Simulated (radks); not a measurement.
All-electron atom: Hg XII in [Kr] 4d10 4f14 5s2 5p5 5d2 (not the ground configuration). Method: non-relativistic Kohn-Sham, PBE, spin-polarised, spherical densities, point nucleus; open shells are filled with parallel spins first (spin-orbit coupling, left out, can overturn this in heavy ions); relativity is left out, which matters for an element this heavy; computed with a radial shooting solver on a logarithmic mesh with Libxc functionals.

Unscreened Slater integrals over Kohn-Sham orbitals (hartree). They are taken over the spin-up orbitals.

integral,value
"F0(5d,5d)",0.80269
"F2(5d,5d)",0.43358
"F4(5d,5d)",0.29739
"F0(5d,5p)",0.84753
"F2(5d,5p)",0.45383
"G1(5d,5p)",0.57062
"G3(5d,5p)",0.36257
"F0(5d,5s)",0.86493
"G2(5d,5s)",0.43604
"F0(5d,4f)",1.0069
"F2(5d,4f)",0.27685
"F4(5d,4f)",0.13629
"G1(5d,4f)",0.086907
"G3(5d,4f)",0.088003
"G5(5d,4f)",0.072357
"F0(5p,5p)",0.90359
"F2(5p,5p)",0.49399
"F0(5p,5s)",0.92591
"G1(5p,5s)",0.64675
"F0(5p,4f)",1.1105
"F2(5p,4f)",0.34195
"G2(5p,4f)",0.11388
"G4(5p,4f)",0.10182
"F0(5s,5s)",0.95055
"F0(5s,4f)",1.1574
"G3(5s,4f)",0.12168
"F0(4f,4f)",1.9573
"F2(4f,4f)",0.98617
"F4(4f,4f)",0.63115
"F6(4f,4f)",0.45779

Derived for the open shells (J is the average intra-shell exchange parameter used in DFT+U). 5p: J = F2/5 = 0.09880 hartree. 5d: Racah B = F2/49 - 5 F4/441 = 0.005477 hartree, C = 35 F4/441 = 0.02360 hartree, C/B = 4.31, F4/F2 = 0.686, J = (F2 + F4)/14 = 0.05221 hartree.
